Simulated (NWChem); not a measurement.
System: SiH$_{2}$O, singlet; SMILES O[SiH]

Here is an NWChem input.

```
start job
memory heap 200 mb stack 900 mb global 1100 mb
geometry units angstroms noautosym nocenter noautoz
  Si     0.139895    -0.633578     0.000000
  H     -1.400700    -0.853776     0.000000
  O      0.127129     1.035637     0.000000
  H     -0.721403     1.492208     0.000000
end
basis spherical
  * library def2-svp
end
dft
  xc pbe0
  iterations 150
end
cosmo
  do_cosmo_smd true
  solvent water
end
task dft energy
```

Excerpt of the output:

```
             Northwest Computational Chemistry Package (NWChem) 7.3.0
             --------------------------------------------------------

                             Geometry "geometry" -> ""
                             -------------------------

 Output coordinates in angstroms (scale by  1.889725989 to convert to a.u.)

  No.       Tag          Charge          X              Y              Z
 ---- ---------------- ---------- -------------- -------------- --------------
    1 Si                  14.0000     0.13989500    -0.63357800     0.00000000
    2 H                    1.0000    -1.40070000    -0.85377600     0.00000000
    3 O                    8.0000     0.12712900     1.03563700     0.00000000
    4 H                    1.0000    -0.72140300     1.49220800     0.00000000

 Effective nuclear repulsion energy (a.u.)      49.8482597900

                                 NWChem DFT Module
                                 -----------------

 Summary of "ao basis" -> "ao basis" (spherical)
 ------------------------------------------------------------------------------
       Tag                 Description            Shells   Functions and Types
 ---------------- ------------------------------  ------  ---------------------
 Si                         def2-svp                 8       18   4s3p1d
 H                          def2-svp                 3        5   2s1p
 O                          def2-svp                 6       14   3s2p1d

 in cosmo_initialize ...
 calling solv_data for solv:h2o

 solvent parameters
 solvname_short: h2o
 solvname_long:  water
 dielec:       78.4000
 dielecinf:     1.7769
 aqueous SMD model solvent descriptors
 dielec:       78.4000
 sola:          0.8200

          ---------------
          -cosmo- solvent
          ---------------
 Cosmo: York-Karplus, doi: 10.1021/jp992097l
 dielectric constant -eps-     =  78.40
 screen = (eps-1)/(eps    )    =   0.98724
 surface charge correction     = lagrangian

   van der Waals surface
 --------------------------

[...]

                                COSMO-SMD solvation results
                                ---------------------------

             internal energy in gas <Psi(g)|H|Psi(g)> =      -365.539428571474
         internal energy in solvent <Psi(s)|H|Psi(s)> =      -365.538250126438
                               delta internal energy  =         0.001178445036 (    0.74 kcal/mol)
   total free energy in solvent <Psi(s)|H+V/2|Psi(s)> =      -365.548644553811
 polarization energy contribution <Psi(s)|V/2|Psi(s)> =        -0.010394427372 (   -6.52 kcal/mol)
    total free energy in solvent including G(SMD-CDS) =      -365.546670260044
                       G(SMD-CDS) energy contribution =         0.001974293766 (    1.24 kcal/mol)
     1 M fixed-concentration free energy of solvation =        -0.007241688571 (   -4.54 kcal/mol)

                       DFT Final Molecular Orbital Analysis
                       ------------------------------------

 Vector   10  Occ=2.000000D+00  E=-3.721508D-01
              MO Center=  1.1D-01,  8.8D-01,  1.2D-10, r^2= 9.0D-01
   Bfn.  Coefficient  Atom+Function         Bfn.  Coefficient  Atom+Function
  ----- ------------  ---------------      ----- ------------  ---------------
    29      0.585611  3 O  pz                32      0.443530  3 O  pz
    13      0.146032  1 Si pz                10      0.133839  1 Si pz
     7     -0.077208  1 Si pz                15      0.068176  1 Si d -1

 Vector   11  Occ=2.000000D+00  E=-3.605940D-01
              MO Center= -8.2D-02,  3.0D-01,  4.5D-10, r^2= 2.2D+00
   Bfn.  Coefficient  Atom+Function         Bfn.  Coefficient  Atom+Function
  ----- ------------  ---------------      ----- ------------  ---------------
    28      0.399692  3 O  py                27      0.318121  3 O  px
    31      0.285537  3 O  py                30      0.240652  3 O  px
     3      0.205605  1 Si s                 19      0.204478  2 H  s
     9     -0.196488  1 Si py                 4      0.164756  1 Si s
     2      0.125389  1 Si s                 20      0.124215  2 H  s

 Vector   12  Occ=2.000000D+00  E=-2.465661D-01
              MO Center=  1.7D-01, -8.3D-01, -3.7D-10, r^2= 2.4D+00
   Bfn.  Coefficient  Atom+Function         Bfn.  Coefficient  Atom+Function
  ----- ------------  ---------------      ----- ------------  ---------------
     3      0.396763  1 Si s                  4      0.373692  1 Si s
    11      0.293580  1 Si px                 8      0.285800  1 Si px
    19     -0.283611  2 H  s                 20     -0.274773  2 H  s
     2      0.235201  1 Si s                 12     -0.170597  1 Si py
     5     -0.153471  1 Si px                26     -0.130710  3 O  s

 Vector   13  Occ=0.000000D+00  E=-7.148039D-02
              MO Center=  1.2D-01, -5.9D-01,  1.3D-10, r^2= 2.6D+00
   Bfn.  Coefficient  Atom+Function         Bfn.  Coefficient  Atom+Function
  ----- ------------  ---------------      ----- ------------  ---------------
    13      0.722538  1 Si pz                10      0.394447  1 Si pz
    32     -0.256261  3 O  pz                29     -0.244235  3 O  pz
     7     -0.209352  1 Si pz                15     -0.042773  1 Si d -1

[...]
```

Level: PBE0/def2-SVP, SMD on the gas-phase geometry. Low-valent species are run as closed-shell singlets; no triplet was tried in these runs. The geometry was optimised at PBE0/def2-SVP. Solvent: water.
